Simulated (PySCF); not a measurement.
```xyz
13

Cr    -0.4193    -0.1289     0.3352
O      0.9499    -0.1890    -0.4348
O     -0.4434     0.9867     1.4426
O     -0.7260    -1.6717     1.0964
C     -0.3700    -2.9115     0.5102
H      0.6741    -2.8861     0.1249
H     -1.0518    -3.1577    -0.3350
H     -0.4588    -3.7023     1.2855
O     -1.6949     0.1798    -0.8195
C     -2.9647     0.6809    -0.4393
H     -3.5154     0.9697    -1.3599
H     -2.8604     1.5687     0.2244
H     -3.5500    -0.0966     0.1020
```

Charge 0, multiplicity 1.

Question: Give the Mulliken and meta-Löwdin atomic charges from TPSSh-D3(BJ)/def2-TZVP // BP86-D3(BJ)/def2-SVP in PySCF.

Answer: 
```
atom  Mulliken (e)  meta-Löwdin (e)
----  ------------  ---------------
Cr1           1.37             1.36
O2           -0.48            -0.44
O3           -0.48            -0.44
O4           -0.45            -0.51
C5           -0.17            -0.09
H6            0.15             0.12
H7            0.13             0.11
H8            0.14             0.12
O9           -0.45            -0.50
C10          -0.17            -0.09
H11           0.14             0.12
H12           0.15             0.12
H13           0.13             0.11
```
